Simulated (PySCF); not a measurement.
(ClZn-mu-OH)2 (singlet state).
Z-matrix (Å and degrees, PBE0-D3(BJ)/def2-SVP geometry), rows numbered from 1:
```
Zn
Cl  1  2.1205
O   1  1.9226  2  139.22
Zn  3  1.9229  1   98.35  2  -179.56
Cl  4  2.1199  3  139.11  1   178.91
O   4  1.9228  3   81.65  1    -0.89
H   3  0.9588  1  130.93  2    -2.07
H   6  0.9588  1  130.83  2     3.79
```

Method used: delta-SCF UKS SCAN, pcX-2 on the ionised atom (unc-x2c-TZVPall on a metal), pcseg-1 elsewhere, spin-free X2C (PySCF 2.14.0). Every row has its own mixed basis.

```tsv
ionised atom	basis functions	E(ground) (Eh)	E(ionised) (Eh)
O3	167	-4659.98357	-4640.17814
Cl2	178	-4660.12342	-4556.20385
```

**Question.** Turn these total energies into binding energies.

**Answer.** E(ionised) − E(ground), at 27.2114 eV a hartree:

```json
{"atom": "O3", "environment": "oxygen bonded to 2 Zn and H", "difference (Eh)": "19.80543", "binding energy (eV)": "538.93"}
{"atom": "Cl2", "environment": "chlorine bonded to Zn", "difference (Eh)": "103.91957", "binding energy (eV)": "2827.80"}
```

**Question.** How much do the ground-state energies differ, and what would follow from using one of them for all holes?

**Answer.** They run from -4660.1234 Eh (core basis on Cl2) to -4659.9836 Eh (on O3), 0.1398 Eh or 3.80 eV apart, though the state is the same; only basis and grid differ. Pairing the ion of O3 with the ground state of Cl2 would put its binding energy 3.80 eV too high.

Only 1s holes are shown. Atoms equivalent by their bonding share one computed value, that of the first of them. Isolated species at its PBE0-D3(BJ)/def2-SVP geometry, gas phase. Metal 2p energies of this one-determinant scheme are less reliable than its 1s energies.
